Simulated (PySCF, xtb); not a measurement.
BH₃O₂Se, SMILES [SeH]B(O)O. The values are those of a single conformer.

Harmonic wavenumbers (cm⁻¹) from GFN2-xTB in xtb at its own minimum, in rising order: 241, 256, 295, 429, 501, 507, 585, 647, 909, 926, 1121, 1355, 2162, 3605, 3635.

Problem. What does PBE-D3(BJ)/def2-SVP in PySCF give at its own minimum? (The exact figures need the calculation; the answer reports its results.)

Solution. 204, 253, 321, 435, 467, 561, 574, 677, 961, 987, 1242, 1426, 2383, 3710, 3772. Paired by order, the mean absolute difference is 65 cm⁻¹ and the zero-point energies are 24.6 and 25.7 kcal/mol.
